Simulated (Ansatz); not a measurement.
Input file for Ansatz (an electronic-structure program): R-B3LYP/def2-TZVPPD on CH2O3 (a complex), monomers drawn apart or pushed together. Files ending in .json are basis or fitting sets from the Basis Set Exchange.

Ansatz 0.2 input:
```yaml
crystal:
  periodic: [false, false, false]
  atoms:
    - {symbol: O, position_ang: [0.36048348, -0.03780729, 0.39010603]}
    - {symbol: H, position_ang: [-0.06909815, 0.59331809, -0.19604100]}
    - {symbol: H, position_ang: [0.40219371, -0.86639545, -0.09790964]}
    - {symbol: O, position_ang: [0.31628827, -1.06703724, 4.31128606]}
    - {symbol: C, position_ang: [-0.03134845, 0.03675501, 4.23491097]}
    - {symbol: O, position_ang: [-0.38642495, 1.14029240, 4.20495084]}
basis:
  gaussian:
    orbitals: def2-TZVPPD.json
hamiltonian:
  xc: {name: B3LYP}
scf: {lower_state_search: off}
```

Output:

```
WARN ansatz: RAYON_NUM_THREADS=1 ignored (pool sized by the plan → 1); use --threads N
Functional definition: B3LYP
these checks for a lower state are left out or cut short: stability, starts, cluster_reference, orbital_swaps, neighbouring_geometries, increment
integrals: 0.07 GiB planned
844 factors; their error is unknown
mean field: 0.70 GiB planned
mean field evaluation 1: about -7206.0643 eV, gradient 7.6e1 eV
mean field evaluation 2: about -7187.6747 eV, gradient 1.3e2 eV
mean field evaluation 4: about -7214.8223 eV, gradient 3.5e0 eV
mean field evaluation 8: about -7214.8419 eV, gradient 3.1e-2 eV
mean field evaluation 16: about -7214.8633 eV, gradient 1.6e-5 eV
mean field -7214.86328262 eV, -265.1413352262 hartree, gradient 7.4e-6 eV, S^2 0.000000; 0 other end points of the search recorded, 0 dependent functions left out
reference -7214.86358507 eV, -265.1413463410 hartree; 16, 16 occupied and 175, 175 virtual orbitals, 844 factors
Total energy: -7214.86358507 eV, -265.1413463410 hartree
Checks for a lower state left out: stability, starts, cluster_reference, orbital_swaps, neighbouring_geometries, increment
```

The calculation finished and met its thresholds.

Cost: very roughly 2.9 core-seconds.
